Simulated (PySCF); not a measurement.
Positional isomers: thiophene hydroxy+boryl. Gas-phase values, no solvent. One relaxed conformer stands for each flexible species; it need not be the lowest. Strings in code marks are SMILES. All members: neutral, multiplicity 1. Level: PBE-D3(BJ)/def2-TZVP // PBE0-D3(BJ)/def2-SVP (PySCF). Delta-SCF ions had no search for a lower state.  The removal energy is E(N − 1 electrons) − E(N electrons) at the parent's geometry; ε(HOMO) is measured against the vacuum level.

| species | −ε(HOMO) (eV) | vertical ionisation energy (Delta-SCF) (eV) |
|---|---|---|
| `Bc1csc(O)c1` (H–B–C–C torsion -180°, S–C–O–H torsion 0°) | 5.46 | 8.29 |
| `Bc1cscc1O` (H–B–C–C torsion 180°, C–C–O–H torsion -180°) | 5.54 | withheld |
| `Bc1ccsc1O` (H–B–C–C torsion -180°, S–C–O–H torsion 0°) | 5.54 | 8.34 |
| `Bc1sccc1O` (H–B–C–S torsion 180°, C–C–O–H torsion -180°) | 5.70 | 8.51 |
| `Bc1ccc(O)s1` (H–B–C–S torsion 0°, S–C–O–H torsion 0°) | 5.76 | 8.51 |

### Question
Fit vertical ionisation energy (Delta-SCF) = a + b·x to the 4 complete rows by least squares, with x = −ε(HOMO) in eV. Give a, b and the rms residual, and predict the withheld value.

### Answer
Means of the 4 rows: x̄ = 5.615, ȳ = 8.4125 eV. Σ(x − x̄)² = 0.0579 and Σ(x − x̄)(y − ȳ) = 0.04685, so b = 0.809 and a = ȳ − b·x̄ = 3.870 eV. The rms residual is 0.018 eV. At x = 5.54 the line gives 8.35 eV. The run for `Bc1cscc1O` (H–B–C–C torsion 180°, C–C–O–H torsion -180°) gave 8.42 eV, so the line is off by 0.07 eV, more than twice the rms residual.

Codes: PySCF.
